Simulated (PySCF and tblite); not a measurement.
Values are calculated unless marked as measured or tabulated.
C5H7F3S, numbered as in [F:1][C:2]([F:3])([F:4])[C@@H:5]1[CH2:6][CH2:7][S:8][CH2:9]1.

Conformers came from 60 starts (ETKDG and KDG, MMFF94s, GFN2-xTB); geometries are GFN2-xTB. Energies: CAM-B3LYP-D3(BJ)/pcSseg-1, with GFN2-xTB thermal terms (modes under about 100 cm⁻¹ blended into free rotors). Symmetry numbers and mirror images are counted. Conformers within 2.5 kcal/mol (GFN2-xTB free energy) were kept, 6 at most. Of two unlike H on one atom, a is the less shielded (CAM-B3LYP/pcSseg-1). Codes: tblite and PySCF.

An NOE distance is ⟨r⁻⁶⟩^(−1/6) over all pairs of like atoms and, for the average, over conformers.

The 5-ring runs over atoms 5–6–7–8–9.

| conformer | shape | weight % |
| --- | --- | --- |
| 1 | 5-ring twist (ring torsions 39, -14, -14, 39, -51°) | 77.9 |
| 2 | 5-ring envelope (ring torsions -42, 26, -4, -20, 40°) | 22.1 |

(1) Which H–H contacts under 3.5 Å would NOEs report (pairs on one atom left out) at 298.15 K?

(2) In a model where alignment follows shape alone (order matrix 0.0005 × (3G/tr G − 1)/2, G the second moments of the atom positions; splitting J + 2D), what are the one-bond C–H dipolar couplings D?

## Answers

(1) 
```tsv
pair	in 1 (Å)	in 2 (Å)	average (Å)
H5 ··· H9b	2.43	2.35	2.41
H6b ··· H7a	2.42	2.46	2.43
H6a ··· H7b	2.43	2.41	2.43
H5 ··· H6a	2.48	2.39	2.46
H6a ··· H7a	2.68	3.06	2.74
H6b ··· H9a	2.69	4.18	2.79
H5 ··· H7b	2.71	4.24	2.81
H5 ··· H6b	3.06	2.63	2.92
H6b ··· H7b	3.06	2.66	2.93
H5 ··· H9a	3.06	2.79	2.98
```

Longer pairs under the limit may be missing.

(2) H5 3.0 Hz (3.4 in conformer 1), H6b 2.6 Hz (3.3 in conformer 1), H6a 1.1 Hz (1.1 in conformer 1), H7b 1.6 Hz (2.8 in conformer 1), H7a -0.3 Hz (-0.8 in conformer 1), H9b 1.0 Hz (0.9 in conformer 1), H9a 2.0 Hz (2.6 in conformer 1).


Conformer gaps in pcSseg-1 on xTB geometries can be 2 kcal/mol off for S=O, P=O and other polar bonds.